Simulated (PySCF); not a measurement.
From one molecule to another.

First species: C6H8F2O2.
InChI=1S/C6H8F2O2/c1-5(10-2)3-6(5,8)4(7)9/h3H2,1-2H3/t5-,6-/m0/s1

Second species: C8H9OP.
SMILES with atom numbers: `[CH3:1][C:2](=[O:3])[c:4]1[cH:5][cH:6][cH:7][c:8]([CH3:9])[p:10]1` (hydrogens: H11, H12, H13 on C1; H14 on C5; H15 on C6; H16 on C7; H17, H18, H19 on C9)

Levels: PBE0/pcSseg-1 for dipole moment, HOMO energy, LUMO energy and HOMO–LUMO gap; GFN2-xTB for rotational constant A and rotational constant C. Geometries: GFN2-xTB. All species are isolated and taken at one optimised geometry, non-relativistic unless stated. Electronic properties by PySCF.

Dipoles, sizes and rotational constants follow the conformer. The torsions of the flexible species, by atom-mapped SMILES:
- `[CH3:1][O:2][C@@:3]1([CH3:4])[CH2:5][C@:6]1([F:7])[C:8](=[O:9])[F:10]`: C1–O2–C3–C4 62°, C5–C6–C8–O9 -26°
- `[CH3:1][C:2](=[O:3])[c:4]1[cH:5][cH:6][cH:7][c:8]([CH3:9])[p:10]1`: C1–C2–C4–C5 1°

Values for the first species:

```
Dipole moment         : 2.68 D
HOMO energy           : -7.75 eV
LUMO energy           : -0.87 eV
HOMO–LUMO gap         : 6.88 eV
Rotational constant A : 2.029 GHz
Rotational constant C : 0.911 GHz
```

Estimate the same properties for the second species, and the change in each.

| property | first | second | second less first |
| --- | --- | --- | --- |
| dipole moment | 2.68 D | 4.04 D | +1.36 D |
| HOMO energy | -7.75 eV | -7.08 eV | +0.67 eV |
| LUMO energy | -0.87 eV | -2.25 eV | -1.38 eV |
| HOMO–LUMO gap | 6.88 eV | 4.83 eV | -2.05 eV |
| rotational constant A | 2.029 GHz | 2.305 GHz | +0.276 GHz |
| rotational constant C | 0.911 GHz | 0.628 GHz | -0.283 GHz |

On the first: The dipole matches unit charges of opposite sign 0.56 Å apart (1 e·Å = 4.8032 D).

On the second: In atomic units the dipole is 1.59 e·bohr (1 au = 2.5417 D). GFN2-xTB frequencies show an imaginary mode (74i cm⁻¹), so this geometry is no minimum at that level.
